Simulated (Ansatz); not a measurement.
This triplet is an excited state, 2.94 eV above the relaxed singlet at the level frozen-core CCSD(T)/cc-pVTZ // B3LYP-D3(BJ)/def2-TZVP (Ansatz, an electronic-structure program).

These are B3LYP-D3(BJ)/def2-TZVP (Ansatz) values and carry that method's errors. No frequencies were computed at this level.

Ansatz 0.2 input:
```yaml
crystal:
  periodic: [false, false, false]
  atoms:
    - { symbol: O, position_ang: [-1.45239, 0.08645, 0.42254] }
    - { symbol: Ge, position_ang: [-0.000795, 0.802216, -0.450007] }
    - { symbol: O, position_ang: [1.445162, -0.322524, -0.285346] }
    - { symbol: H, position_ang: [-2.038129, -0.443796, -0.120878] }
    - { symbol: H, position_ang: [2.046154, -0.122348, 0.433693] }
basis:
  gaussian: { orbitals: def2-tzvp }
hamiltonian:
  xc: b3lyp
  dispersion: d3bj
relax:
  max_steps: 150
magnetization:
  spin_polarized: true
  initial_magnetization: 2
```

Output:

```
Functional definition: B3LYP
779 factors; their error is unknown
mean field evaluation 1: about -60635.5895 eV, gradient 5.7e1 eV
mean field evaluation 2: about -60579.7231 eV, gradient 1.3e2 eV
mean field evaluation 4: about -60646.0370 eV, gradient 4.4e0 eV
mean field evaluation 8: about -60646.1321 eV, gradient 5.9e-2 eV
mean field evaluation 16: about -60646.3536 eV, gradient 4.8e-5 eV
mean field -60646.35360854 eV, -2228.7123875388 hartree, gradient 4.8e-5 eV, S^2 2.005622; 0 other end points of the search recorded, 0 dependent functions left out
reference -60646.35380906 eV, -2228.7123949079 hartree; 26, 24 occupied and 96, 98 virtual orbitals, 779 factors
relax step   1: F+E_penalty+E_count = -60646.47467327 eV  Δ(F+E_penalty+E_count) = +0.000e0 eV  max|allowed force component| = 7.146e-1 eV/Å  Δτ_max = 0.0000 Å  (31 SCF iters, accepted)
these checks for a lower state are left out or cut short: starts, cluster_reference, orbital_swaps, neighbouring_geometries, increment
779 factors; their error is unknown
mean field -60646.39918847 eV, -2228.7140625704 hartree, gradient 2.6e-5 eV, S^2 2.005303; 0 other end points of the search recorded, 0 dependent functions left out
reference -60646.39938727 eV, -2228.7140698764 hartree; 26, 24 occupied and 96, 98 virtual orbitals, 779 factors
relax step   2: F+E_penalty+E_count = -60646.51953703 eV  Δ(F+E_penalty+E_count) = -4.486e-2 eV  max|allowed force component| = 3.295e-1 eV/Å  Δτ_max = 0.1130 Å  (36 SCF iters, accepted)
these checks for a lower state are left out or cut short: starts, cluster_reference, orbital_swaps, neighbouring_geometries, increment
779 factors; their error is unknown
mean field -60646.41301890 eV, -2228.7145708295 hartree, gradient 2.1e-5 eV, S^2 2.004979; 0 other end points of the search recorded, 0 dependent functions left out
reference -60646.41321611 eV, -2228.7145780767 hartree; 26, 24 occupied and 96, 98 virtual orbitals, 779 factors
relax step   3: F+E_penalty+E_count = -60646.53361135 eV  Δ(F+E_penalty+E_count) = -1.407e-2 eV  max|allowed force component| = 9.843e-2 eV/Å  Δτ_max = 0.0344 Å  (36 SCF iters, accepted)
these checks for a lower state are left out or cut short: starts, cluster_reference, orbital_swaps, neighbouring_geometries, increment
779 factors; their error is unknown
mean field evaluation 32: about -60646.1892 eV, gradient 7.2e-1 eV
mean field -60646.41375968 eV, -2228.7145980527 hartree, gradient 1.3e-5 eV, S^2 2.004970; 0 other end points of the search recorded, 0 dependent functions left out
reference -60646.41395662 eV, -2228.7146052898 hartree; 26, 24 occupied and 96, 98 virtual orbitals, 779 factors
relax step   4: F+E_penalty+E_count = -60646.53435761 eV  Δ(F+E_penalty+E_count) = -7.463e-4 eV  max|allowed force component| = 1.780e-2 eV/Å  Δτ_max = 0.0103 Å  (36 SCF iters, accepted)
these checks for a lower state are left out or cut short: starts, cluster_reference, orbital_swaps, neighbouring_geometries, increment
779 factors; their error is unknown
mean field -60646.41374350 eV, -2228.7145974578 hartree, gradient 1.4e-5 eV, S^2 2.005001; 0 other end points of the search recorded, 0 dependent functions left out
reference -60646.41394050 eV, -2228.7146046977 hartree; 26, 24 occupied and 96, 98 virtual orbitals, 779 factors
relax step   5: F+E_penalty+E_count = -60646.53436924 eV  Δ(F+E_penalty+E_count) = -1.162e-5 eV  max|allowed force component| = 1.425e-2 eV/Å  Δτ_max = 0.0041 Å  (36 SCF iters, accepted)
these checks for a lower state are left out or cut short: starts, cluster_reference, orbital_swaps, neighbouring_geometries, increment
779 factors; their error is unknown
mean field -60646.41379549 eV, -2228.7145993685 hartree, gradient 1.4e-5 eV, S^2 2.004988; 0 other end points of the search recorded, 0 dependent functions left out
reference -60646.41399245 eV, -2228.7146066066 hartree; 26, 24 occupied and 96, 98 virtual orbitals, 779 factors
relax step   6: F+E_penalty+E_count = -60646.53439825 eV  Δ(F+E_penalty+E_count) = -2.901e-5 eV  max|allowed force component| = 6.275e-4 eV/Å  Δτ_max = 0.0025 Å  (36 SCF iters, accepted)
779 factors; their error is unknown
mean field evaluation 64: about -60646.4138 eV, gradient 9.1e-2 eV
mean field -60646.41379549 eV, -2228.7145993685 hartree, gradient 5.3e-5 eV, S^2 2.004988; 1 other end points of the search recorded, 0 dependent functions left out
reference -60646.41399245 eV, -2228.7146066065 hartree; 26, 24 occupied and 96, 98 virtual orbitals, 779 factors
Total energy: -60646.53459521 eV, -2228.7190386763 hartree
Atom 0 at    -1.487824     0.075199     0.456827 Å, force     0.000327     0.000509     0.000627 eV/Å
Atom 1 at    -0.000231     0.688727    -0.390758 Å, force     0.000045     0.000116     0.000046 eV/Å
Atom 2 at     1.487937    -0.352778    -0.299354 Å, force    -0.000041    -0.000302    -0.000481 eV/Å
Atom 3 at    -2.067217    -0.371262    -0.174254 Å, force    -0.000482    -0.000512    -0.000565 eV/Å
Atom 4 at     2.067337    -0.039888     0.407541 Å, force     0.000151     0.000189     0.000373 eV/Å
Dipole moment:    -0.000049     0.099168    -0.056257 e Å
```

Cost: around 21 core-seconds (rough).
